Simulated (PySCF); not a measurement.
Input for PySCF: R-BP86/6-31G* on CHN (SMILES C#N).

```python
from pyscf import gto, scf, dft, mp
from pyscf.data.elements import chemcore

mol = gto.M(
    atom='''
    C     0.29125762    0.19456602   -0.14672380
    N    -0.25247303   -0.29445536    0.73202798
    H     0.80142222    0.65319044   -0.96423133
    ''',
    basis='6-31g*',
    cart=True,
    charge=0, spin=0, verbose=3, max_memory=1800)
mf = dft.RKS(mol, xc='b88,p86')
mf.conv_tol = 1e-8
mf.max_cycle = 100
mf.kernel()
if not mf.converged:
    mf = mf.newton().run(mf.mo_coeff, mf.mo_occ)
```

Program output:

```
converged SCF energy = -93.4191880576911
```

The run converged.

Cost: very roughly 0.5 core-seconds.
